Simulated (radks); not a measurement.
Results of a calculation; reference values are marked as such.
Trend from Co4+ to Ir4+: ionisation energy by Delta-SCF between NIST ground configurations, and size. Code: a radial shooting solver on a logarithmic mesh with Libxc functionals. Model: non-relativistic Kohn-Sham, PBE, spin-polarised, spherical densities, point nucleus; open shells are filled with parallel spins first (spin-orbit coupling, left out, can overturn this in heavy ions).

species	configuration	IE (eV)	NIST (eV)	kind	-e(HOMO) (eV)	outermost	<r> outermost (bohr)
Co4+	[Ar] 3d5	80.030	79.5	semi-emp.	68.656 (3d)	3d	0.866
Rh4+	[Kr] 4d5	64.937	63	theory	56.927 (4d)	4d	1.29
Ir4+	[Xe] 4f14 5d5	60.435	57	theory	53.230 (5d)	5d	1.46

Reference values: NIST Atomic Spectra Database (exp. = measured, semi-emp. = semi-empirical, theory = theoretical value adopted there). Relativity is left out here, which matters for elements this heavy. Open shells are spherical and high-spin; term and fine-structure splittings are not resolved.
